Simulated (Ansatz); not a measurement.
# Worked example: the enthalpy of formation of B2O2 (diboron dioxide)

B2O2: 4 atoms, total charge 0, spin state singlet. As SMILES, `O=BB=O`. Geometry: relaxed at PBE0-D4/def2-TZVP.

```xyz
4

O    -0.7431    0.4598    1.8176
B    -0.3023    0.1871    0.7391
B     0.3021   -0.1869   -0.7392
O     0.7432   -0.4599   -1.8175
```

Total energies at revPBE/aug-cc-pVDZ (Ansatz 0.2.0); the atoms run unrestricted:

| species | state | energy (Eh) |
| --- | --- | --- |
| B2O2 | singlet | -200.204708 |
| O | triplet | -75.053028 |
| B | doublet | -24.651090 |

Harmonic wavenumbers at PBE0-D4/def2-TZVP, in cm⁻¹: 214, 214, 498, 498, 613, 1985, 2158.

Measured heats of formation of the gaseous atoms at 298.15 K, in kJ/mol: O 249.2, B 570.3. Spin-orbit lowering of the atoms at 298 K (mean of the ground term's levels less their thermal mean, from spectra), in kJ/mol: O 0.40, B 0.00. Take 1 Eh = 2625.50 kJ/mol, 1 cm⁻¹ = 0.0119627 kJ/mol, RT = 2.479 kJ/mol.

Question: Work out the heat of formation of the gas at 298 K.

Answer: 
1. Electronic atomisation energy: 2 × (-75.053028) + 2 × (-24.651090) − (-200.204708) = 0.796472 Eh = 2091.1 kJ/mol.
2. Zero-point energy: half the sum of the wavenumbers, 3090 cm⁻¹ = 37.0 kJ/mol.
3. Thermal vibrational enthalpy, Σ hcν̃/(exp(hcν̃/kT) − 1): 4.4 kJ/mol. Translation, rotation and pV of a linear molecule: 3.5 RT = 8.7 kJ/mol.
4. The 4 free atoms carry 5/2 RT each: 24.8 kJ/mol.
5. Spin-orbit coupling lowers the free atoms by 2 × 0.40 + 2 × 0.00 = 0.8 kJ/mol.
6. Atomisation enthalpy at 298 K: 2091.1 − 0.8 − 37.0 − 4.4 − 8.7 + 24.8 = 2065.0 kJ/mol.
7. Sum of the atoms' heats of formation: 1639.0 kJ/mol. Heat of formation: 1639.0 − 2065.0 = -426.0 kJ/mol.

The tabulated value is -456.1 kJ/mol (NIST-JANAF tables; in doubt, as an older value, an estimate or one at odds with other calculations), so this level is off by +30.1 kJ/mol, or 1.4 % of the atomisation enthalpy that the table implies (2095.1 kJ/mol). Anharmonicity and any spin-orbit splitting of the molecule are left out.
